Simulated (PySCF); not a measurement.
**Structure elucidation problem**

The spectra below were simulated for a compound CH$_{10}$N$_{2}$OSi$_{2}$.

¹H NMR (600 MHz, computed): δ 3.80 (s, 3H), 3.14 (s, 3H), 0.61 (br s, 4H).

¹³C{¹H} NMR (computed): δ 52.7 (CH3).

Computed data (PySCF 2.14.0 with density-fitted response routines): shieldings: GIAO PBE0/pcSseg-1, coordinates at the GFN2-xTB level. Averaged over atoms made equivalent by symmetry, fast rotation or ring inversion, non-relativistic Hamiltonian, single conformer, gas phase.

Shifts are taken against calculated references (same method and geometry level): TMS for ¹H (31.72 ppm), ¹³C (186.93 ppm).

Deduce the structure.

Answers


- The formula gives 0 degrees of unsaturation.
- Carbon types of the structure: 1 × CH3, leaving 7 H on heteroatoms.
- δC 52.7: methyl carbon bonded to O; the inductive effect lowers its shielding.
- δH 3.80: hydrogen on a methyl carbon bonded to O; its carbon carries O, which withdraws density.
- δH 3.14: hydrogen on a silicon bonded to Si.
- δH 0.61: hydrogen on a nitrogen bonded to Si; labile proton, position sensitive to the medium.

Structure: SMILES CO[Si](N)(N)[SiH3].

This is the structure that produced the data.

Exchangeable OH/NH protons stand at their gas-phase positions; hydrogen bonding in a real sample shifts them, mostly to higher δ. Shifts are as computed. Against solution values, carbons near 30 ppm lie about +3 ppm off and those near 130 ppm about +5 ppm. Of 1313 compounds with measured shifts, 239 miss one by over three times the rms of a fit or turn the order of signals round; such compounds aren't used in these exercises. Multiplicities follow the n + 1 count of equivalent neighbours, as no J values were calculated; m marks all less simple cases, F and P coupling included.
